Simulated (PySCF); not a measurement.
H5OSi2, charge +1, multiplicity 1.

```xyz
8

Si     1.5865    -0.3802     0.2510
O      0.1085     0.0271     0.0566
Si    -1.5621     0.3540    -0.2623
H      2.1014    -1.5544    -0.4590
H      2.4220     0.4276     1.1429
H     -1.5551     1.7129    -0.8175
H     -1.9793    -0.6803    -1.2172
H     -2.1990     0.2432     1.0557
```
Charge +1, spin multiplicity 1.

Geometry: B3LYP-D3(BJ)/def2-TZVP. The multiplicity is an assumed one; other spin states were not compared. The isomer is the one that the SMILES or the coordinates give; other isomers of the formula were not compared.

Computed with PBE0/pcSseg-1 (PySCF). Non-relativistic, no solvent.

Computed absolute GIAO shielding of each atom: isotropic value and principal components (ppm):
| atom | σ(iso) | σ11 | σ22 | σ33 | span |
|---|---|---|---|---|---|
| Si1 | 230.5 | 129.0 | 259.0 | 303.5 | 174.5 |
| O2 | 142.1 | 3.0 | 61.6 | 361.7 | 358.7 |
| Si3 | 347.7 | 305.4 | 312.5 | 425.2 | 119.8 |
| H4 | 24.8 | 21.6 | 22.5 | 30.3 | 8.7 |
| H5 | 24.8 | 21.5 | 22.5 | 30.3 | 8.8 |
| H6 | 25.7 | 22.7 | 24.5 | 30.0 | 7.3 |
| H7 | 25.7 | 22.6 | 24.6 | 29.9 | 7.3 |
| H8 | 25.7 | 22.7 | 24.5 | 30.0 | 7.3 |
